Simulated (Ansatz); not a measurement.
Mulliken charges of AlFH5NSi2, SMILES `N[Si@@H]1[AlH][Si@H]1F` from ωB97M-V/def2-TZVPP in Ansatz (PBE0-D4/def2-TZVP geometry).

```csv
atom,x (Å),y (Å),z (Å),charge (e)
N1,-1.954,-0.071,-0.802,-0.357
Si2,-0.279,-0.369,-0.623,0.158
Al3,0.723,-0.611,1.664,0.137
Si4,1.161,1.195,0.283,0.287
F5,2.145,2.403,-0.127,-0.306
H6,-2.427,-0.225,-1.676,0.123
H7,-2.476,0.523,-0.181,0.118
H8,0.033,-1.229,-1.806,-0.038
H9,1.121,-1.501,2.924,-0.080
H10,2.038,-0.166,0.349,-0.042
```

Q: By hand: the dipole of these point charges (1 e Å = 4.8032 D).

A: Σ q r = (-0.338, -0.301, 0.128) e Å, of length 0.470 e Å = 2.26 D.

Q: How does the dipole of the full density compare? (Best estimate.)

A: Ansatz gave: (-0.520, -0.162, 0.006) e Å, 2.62 D; the point charges give 0.86 times that, at 28° from its direction.

Point charges leave out the atoms' own dipoles, such as those of lone pairs, and Mulliken's split depends on the basis, so the two needn't agree.
